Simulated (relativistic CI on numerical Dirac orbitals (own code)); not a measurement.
## Electric-dipole transitions in Pr³⁺

These numbers are calculated, not measured: Dirac-Coulomb-Breit CI, orbitals from a KLI potential per configuration, model QED (radiative potential, 1s self-energy scaled to tabulated hydrogen-like ionisation energies), valence Slater integrals scaled by 0.85, P86 correlation estimate, and configurations built on the next ion tied to the tabulated ionisation energy (semi-empirical) (own radial code, finite nucleus).

Configuration list (outside the closed core [Kr] 4d10 5s2): 4f2 5p6, 4f 5p6 5d, 4f 5p6 6s, 4f 5p6 6p, 4f 5p6 6d, 4f 5p6 7s, 4f 5p6 5f, 4f 5p6 6f, 5p6 5d2, 4f2 5p5 5d, 4f4 5p4, 4f3 5p5, 4f 5p5 5d2, 4f2 5p5 5f, 4f 5p6 7p, 5p6 5d 6s, 5p6 5f2, 4f2 5p5 5g, 4f2 5p5 6s, 4f 5p6 7d, 5p6 5d 5f, 4f 5p6 5g, 5p6 5d 6p, 5p6 5g 6p. Levels of other configurations are missing.

```csv
λ vac (nm),Lower,Upper,A (s⁻¹),E lower (eV),E upper (eV)
158.11,4f2 5p6 3H_6 [3],4f 5p6 5d 3H°_6 [25],1.44e+07,0.5179,8.3597
159.66,4f2 5p6 3H_5 [2],4f 5p6 5d 3G°_4 [19],6.07e+07,0.2536,8.0191
159.71,4f2 5p6 3H_6 [3],4f 5p6 5d 3G°_5 [24],7.34e+07,0.5179,8.2811
159.85,4f2 5p6 3H_4 [1],4f 5p6 5d 3G°_3 [16],5.39e+07,0.0000,7.7563
193.71,4f2 5p6 1I_6 [9],4f 5p6 5d 1H°_5 [32],6.38e+07,2.8531,9.2537
239.49,4f 5p6 6s 3F°_2 [34],4f 5p6 6p 3D_1 [51],5.24e+08,12.9576,18.1345
239.77,4f 5p6 6s 1F°_3 [37],4f 5p6 6p 1D_2 [63],5.16e+08,13.3812,18.5521
243.56,4f 5p6 6s 3F°_4 [36],4f 5p6 6p 3G_5 [59],5.13e+08,13.3163,18.4069
244.06,4f 5p6 6s 3F°_2 [34],4f 5p6 6p 3D_2 [48],2.66e+08,12.9576,18.0377
245.90,4f 5p6 6s 3F°_3 [35],4f 5p6 6p 3D_2 [48],2.29e+08,12.9957,18.0377
246.18,4f 5p6 6s 3F°_4 [36],4f 5p6 6p 3D_3 [57],2.36e+08,13.3163,18.3526
249.40,4f 5p6 6s 1F°_3 [37],4f 5p6 6p 3D_3 [57],2.35e+08,13.3812,18.3526
250.24,4f 5p6 6s 3F°_2 [34],4f 5p6 6p 3G_3 [46],2.78e+08,12.9576,17.9121
252.19,4f 5p6 6s 3F°_3 [35],4f 5p6 6p 3G_3 [46],1.45e+08,12.9957,17.9121
278.47,4f 5p6 6s 3F°_2 [34],4f 5p6 6p 3F_2 [41],1.77e+08,12.9576,17.4099
279.08,4f 5p6 6s 3F°_2 [34],4f 5p6 6p 3G_3 [40],1.29e+08,12.9576,17.4001
280.69,4f 5p6 6s 3F°_4 [36],4f 5p6 6p 3F_3 [43],1.63e+08,13.3163,17.7334
280.88,4f 5p6 6s 3F°_3 [35],4f 5p6 6p 3F_2 [41],1.73e+08,12.9957,17.4099
281.50,4f 5p6 6s 3F°_3 [35],4f 5p6 6p 3G_3 [40],2.10e+08,12.9957,17.4001
284.88,4f 5p6 6s 1F°_3 [37],4f 5p6 6p 3F_3 [43],1.39e+08,13.3812,17.7334
```

Terms are leading LS components. Brackets give the number of a level in order of energy, since labels repeat. The list gives strong lines, with weight on those to low levels, without configurations that were not tied to measured data, without lines whose two gauges differ by over a factor of 2.5, among the lowest 300 of 4994 levels, so that lines to higher ones, which can be the strongest, are missing, and without lines across small gaps between configurations, and without 85 lines that miss the measured interval by over 3.5 %, start from a term whose rates miss tabulated ones by over 60 %, have gauges far apart or, lacking measured levels, span too small a gap for the errors found; lines with a level outside our table were not tested and can miss by more. Levels whose partners in the same complex of configurations lie outside the list can be far off, and so can their lines. Rates are taken at the computed energies, electric ones in the length gauge.

Configurations that consist of the next ion and one excited electron were tied to the tabulated ionisation energy; Rydberg ones are usually within 1,000 to 3,000 cm⁻¹ and the lowest ones within about 6,000 (9,000 in d shells), while levels on excited terms of the next ion carry the error of that term, and the other configurations can be misplaced by 10,000 cm⁻¹ or more. Rates follow the energies as ν³ (E1, M1) or ν⁵ (E2), so rates, branching and lifetimes can be off by large factors. The fine structure of a lone outer electron comes out too small, for d and f at times inverted, and misplaced configurations move strength between like terms. 41 of the 45 excited levels that our extract of the measured tables holds in this range could be paired (the sources list more); they are missed by 1597 cm⁻¹ on average and 4274 at most, and levels without a partner can miss by more. Some levels of the ground configuration have no partner and can miss by 10 % or more.

LS names give the leading component of a level, which can be under half, so a name can repeat, a term be missing and a line seem to break the LS rules.
